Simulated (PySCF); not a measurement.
Molecule: `FC1=CC=C(C(C)=S)S1`, C$_{6}$H$_{5}$FS$_{2}$.

Cartesian coordinates in Å; atom numbers follow the order of the lines, from 1:
```xyz
14

C    -2.2865    0.8391   -0.2695
C    -1.3282    0.1504    0.6415
S    -1.7864   -0.3362    2.1408
C     0.0027   -0.0794    0.1844
C     1.0348   -0.6933    0.8609
C     2.2286   -0.7649    0.1326
C     2.0902   -0.1997   -1.1002
F     3.0344   -0.1062   -2.0302
S     0.5193    0.4305   -1.4100
H    -1.9095    1.8275   -0.5346
H    -2.4018    0.2714   -1.1933
H    -3.2550    0.9416    0.2122
H     0.9139   -1.0763    1.8577
H     3.1427   -1.2049    0.4857
```

Frames of a GFN2-xTB Langevin trajectory at 300 K; GIAO PBE0/pcSseg-1 shieldings in PySCF 2.14, gas phase, non-relativistic; equivalent atoms averaged within each frame.

Scale: 13C (σ = 186.93 ppm) and 1H (σ = 31.72 ppm) vs TMS; 33S (σ = 503.73 ppm) against CS2; CFCl3 for 19F (σ = 170.95 ppm) (reference shieldings calculated alike). The references are static minima.

Problem. How do the shifts (ppm) fluctuate along the trajectory?

Solution. 
```tsv
time (fs)	C2	C7	C4	C5	C6	C1	S3	S9	F8	H13
optimised geometry	236.2	186.3	142.7	139.0	116.7	39.3	872	175	-116.7	8.31
250	246.6	180.7	148.0	135.6	120.5	45.3	971	193	-125.5	7.76
425	241.6	185.2	157.4	152.1	124.7	44.4	803	185	-116.1	8.49
625	237.4	198.7	144.3	141.0	129.2	39.0	876	182	-105.3	8.85
800	241.5	186.5	135.8	139.6	122.6	43.2	989	172	-116.9	8.03
1000	234.9	193.4	148.8	156.8	122.0	37.7	925	195	-104.2	9.38
mean of frames	240.4	188.9	146.9	145.0	123.8	41.9	913	186	-113.6	8.50
standard deviation	4.5	7.1	7.8	9.0	3.4	3.4	75	9	8.9	0.64
```

5 frames give an uncertainty of the mean of about the standard deviation over 2.2 at best, since frames this close in time may not be independent; classical motion lacks zero-point vibration, and the reference would need the same averaging.
